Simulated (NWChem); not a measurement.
System meant: THF (C₄H₈O); SMILES C1CCOC1

Here is an NWChem input.

```
start job
memory heap 200 mb stack 900 mb global 1100 mb
geometry units angstroms noautoz
  C     -0.749675     0.971165    -0.222926
  C      0.709059     1.001576     0.221622
  C      1.161945    -0.409671    -0.137284
  O      0.025536    -1.236910    -0.000651
  C     -1.143493    -0.456953     0.138388
  H     -1.377643     1.726554     0.271451
  H     -0.823013     1.131082    -1.310985
  H      1.305560     1.781546    -0.273537
  H      0.775247     1.166114     1.309456
  H      1.967233    -0.783370     0.517129
  H      1.537368    -0.450355    -1.179026
  H     -1.514179    -0.511712     1.181226
  H     -1.934379    -0.864327    -0.513412
end
basis spherical
  * library def2-svp
end
dft
  odft
  mult 2
  xc b3lyp
  iterations 150
  mulliken
end
task dft energy
```

End of the output:

```
 Summary of "ao basis" -> "" (spherical)
 ------------------------------------------------------------------------------
       Tag                 Description            Shells   Functions and Types
 ---------------- ------------------------------  ------  ---------------------
 *                          def2-svp                  on all atoms

                                 NWChem DFT Module
                                 -----------------

 Summary of "ao basis" -> "ao basis" (spherical)
 ------------------------------------------------------------------------------
       Tag                 Description            Shells   Functions and Types
 ---------------- ------------------------------  ------  ---------------------
 C                          def2-svp                 6       14   3s2p1d
 O                          def2-svp                 6       14   3s2p1d
 H                          def2-svp                 3        5   2s1p

 Summary of "ao basis" -> "ao basis" (spherical)
 ------------------------------------------------------------------------------
       Tag                 Description            Shells   Functions and Types
 ---------------- ------------------------------  ------  ---------------------
 C                          def2-svp                 6       14   3s2p1d
 O                          def2-svp                 6       14   3s2p1d
 H                          def2-svp                 3        5   2s1p

  number of electrons :                   40
  multiplicity        :                    2
 ------------------------------------------------------------------------
  no. of electrons and multiplicity not compatible                  40
 ------------------------------------------------------------------------
 ------------------------------------------------------------------------
  current input line :
    28: task dft energy
 ------------------------------------------------------------------------
 ------------------------------------------------------------------------
 There is an error in the input file
 ------------------------------------------------------------------------
 For more information see the NWChem manual at https://nwchemgit.github.io

0: no. of electrons and multiplicity not compatible:Received an Error in Communication
```

**Question.** What is wrong, and how is it mended?

**Answer.** The program refused the input. Cause: the multiplicity doesn't fit the number of electrons (an even count wants an odd multiplicity, and the reverse). This input runs:
```
start job
memory heap 200 mb stack 900 mb global 1100 mb
geometry units angstroms noautoz
  C     -0.749675     0.971165    -0.222926
  C      0.709059     1.001576     0.221622
  C      1.161945    -0.409671    -0.137284
  O      0.025536    -1.236910    -0.000651
  C     -1.143493    -0.456953     0.138388
  H     -1.377643     1.726554     0.271451
  H     -0.823013     1.131082    -1.310985
  H      1.305560     1.781546    -0.273537
  H      0.775247     1.166114     1.309456
  H      1.967233    -0.783370     0.517129
  H      1.537368    -0.450355    -1.179026
  H     -1.514179    -0.511712     1.181226
  H     -1.934379    -0.864327    -0.513412
end
basis spherical
  * library def2-svp
end
dft
  xc b3lyp
  iterations 150
  mulliken
end
task dft energy
```
It converges to -232.27838 Ha (B3LYP/def2-SVP).
